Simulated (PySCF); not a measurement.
CH₇FGeN₂.
Atom-mapped SMILES: `[CH3:1][NH:2][Ge@H:3]([NH2:4])[F:5]` (hydrogens: H6, H7, H8 on C1; H9 on N2; H10 on Ge3; H11, H12 on N4)

Computed by this run: PBE0-D3(BJ)/def2-SVP geometry optimisation, gas phase (PySCF); density fitting, grid level 1; the optimiser is geomeTRIC in internal coordinates, started from a GFN2-xTB structure with every atom displaced at random (about 0.01 Å).

The end geometry, which sets the zero of energy:
```
atom  x, y, z in Å
C1     -1.5980   -0.1684    0.0886
N2     -0.6797    0.2124   -0.9604
Ge3     1.0588    0.5641   -0.6646
N4      1.6660   -0.7085    0.4754
F5      1.3418    2.0265    0.2576
H6     -1.0341   -0.6536    0.8992
H7     -2.3420   -0.8977   -0.2756
H8     -2.1477    0.6835    0.5303
H9     -1.1099    0.6730   -1.7547
H10     1.7463    0.8086   -2.0165
H11     2.4963   -0.4563    1.0026
H12     1.7595   -1.6466    0.0993
```

Problem. These geometries come from the run, each turned onto the end geometry. Order them by energy, lowest first.
A.
```
atom  x, y, z in Å
C1     -1.5853   -0.1517    0.0895
N2     -0.6702    0.1783   -0.9754
Ge3     1.0623    0.5803   -0.6612
N4      1.6523   -0.7303    0.4379
F5      1.2868    1.9877    0.3264
H6     -1.0162   -0.5892    0.9359
H7     -2.3223   -0.9081   -0.2351
H8     -2.1432    0.7114    0.4891
H9     -1.1086    0.6393   -1.7695
H10     1.7635    0.8366   -2.0238
H11     2.4757   -0.4444    0.9807
H12     1.7625   -1.6729    0.0869
```
B.
```
atom  x, y, z in Å
C1     -1.6044   -0.2006    0.0833
N2     -0.6842    0.1674   -0.9720
Ge3     1.0362    0.5274   -0.6831
N4      1.7353   -0.6890    0.4789
F5      1.3357    2.0062    0.2362
H6     -1.0868   -0.6877    0.8680
H7     -2.3833   -0.8420   -0.3167
H8     -2.0935    0.7089    0.5128
H9     -1.1275    0.6959   -1.6907
H10     1.7171    0.8365   -1.9779
H11     2.5453   -0.4405    0.9696
H12     1.7677   -1.6457    0.1728
```
C.
```
atom  x, y, z in Å
C1     -1.6083   -0.1537    0.0867
N2     -0.6781    0.1825   -0.9674
Ge3     1.0591    0.5595   -0.6619
N4      1.6898   -0.7247    0.4546
F5      1.3141    1.9973    0.3020
H6     -1.0547   -0.6113    0.9219
H7     -2.3514   -0.8956   -0.2547
H8     -2.1600    0.7151    0.4929
H9     -1.1060    0.6501   -1.7596
H10     1.7388    0.8321   -2.0118
H11     2.5106   -0.4506    0.9894
H12     1.8035   -1.6636    0.0893
```

Solution. C (0.004 eV), A (0.032 eV), B (0.144 eV).

In the order of the answer:

```csv
step,E above end (eV),largest force (eV/Å),rms force component (eV/Å),rms distance from end (Å),rms bond change (Å),bond most changed (Å)
2,0.004,0.26,0.065,0.036,0.002,N2–Ge3 +0.006
1,0.032,0.97,0.279,0.049,0.009,Ge3–F5 -0.018
0,0.144,2.17,0.732,0.061,0.024,C1–H6 -0.041
```

What follows is the cost of the whole optimisation. Time: 55 s of wall time; peak memory 0.52 GiB. Hardware: one thread of an Arm Neoverse V1, no GPU, shared host with 32 logical CPUs at a one-minute load of 29.
